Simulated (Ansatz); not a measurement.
Results of the Gaussian-basis code of Ansatz.

A structure relaxed at PBE0-D4/def2-TZVP, charge 0, multiplicity 1:

```xyz
9

N     1.2840   -0.4230    0.0126
C     0.1675    0.4324   -0.3089
B    -1.2624   -0.1021   -0.0630
Br   -1.5851   -1.6897    0.9481
H     1.1197   -0.9439    0.8637
H     2.1434    0.0971    0.1169
H     0.1441    1.4002    0.2408
H     0.2131    0.7422   -1.3635
H    -2.2243    0.4867   -0.4467
```

Give its formula and SMILES.

CH5BBrN, `NCBBr`.

Summarise the bond lengths by kind.

1 × C–N 1.443 Å; 2 × H–N 1.010 to 1.011 Å; 1 × B–C 1.546 Å; 2 × C–H 1.100 to 1.113 Å; 1 × B–Br 1.910 Å; 1 × B–H 1.191 Å.
